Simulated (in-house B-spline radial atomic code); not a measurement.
Binding energies in the selenium ion Se²⁺

NIST's tabulated ground configuration is [Ar] 3d10 4s2 4p2; each binding energy is the energy of the ion with one electron taken from that subshell, relaxed, less that of the parent. Method: Dirac-Kohn-Sham PBE, spherical fractional occupations, Fermi nucleus of rms radius 4.14 fm. Calculated with an all-electron radial atomic-structure program (B-spline basis). Energies include first-order Breit, QED and recoil terms.

```tsv
subshell	X-ray name	binding energy (eV)	-ε (eV)	relaxation (eV)
1s	K	12713	12523.9	-212.9
2s	L1	1662	1629.3	-34.9
2p1/2	L2	1504.8	1464.1	-42.9
2p3/2	L3	1462.6	1422.3	-41.7
3s	M1	249.6	236.2	-13.7
3p1/2	M2	193	179.6	-13.6
3p3/2	M3	187.1	173.8	-13.5
3d3/2	M4	89.41	76.33	-13.08
3d5/2	M5	88.5	75.43	-13.02
4s	N1	43.8	37.63	-6.20
4p	N2,3	30.87	25.47	-5.41
```

Relaxation = -ε minus the binding energy without Breit, QED and recoil terms. With a density functional, K lines can miss by some tenths of a per cent, more in light atoms. For a density functional the relaxation so defined is negative, because -ε of a Kohn-Sham level is smaller than the binding energy.

Emission lines follow as differences of binding energies, with λ = 12398.42 eV·Å / E:

```tsv
line	holes	energy (eV)	wavelength (Å)
K-L3	1s → 2p3/2	11250.4	1.102
K-L2	1s → 2p1/2	11208.2	1.1062
K-M3	1s → 3p3/2	12525.9	0.98982
L3-M5	2p3/2 → 3d5/2	1374.1	9.0229
L2-M4	2p1/2 → 3d3/2	1415.4	8.7597
L1-M3	2s → 3p3/2	1474.9	8.4063
L3-M1	2p3/2 → 3s	1213.0	10.221
```

Task: What screening constant σ does Moseley's law, E = (3/4)·13.6057 eV·(Z - σ)², need for K-L3?

Result: σ = 0.80.

Task: What does it cost to remove both a 2p1/2 and a 3d3/2 electron?

Result: 1627 eV, which is 32.84 eV more than the two single binding energies together.

Task: What does it cost to remove both a 2p3/2 and a 3d5/2 electron?

Result: 1583.7 eV, which is 32.65 eV more than the two single binding energies together.

Task: What does it cost to remove both a 2p3/2 and a 4s electron?

Result: 1522.7 eV, which is 16.29 eV more than the two single binding energies together.
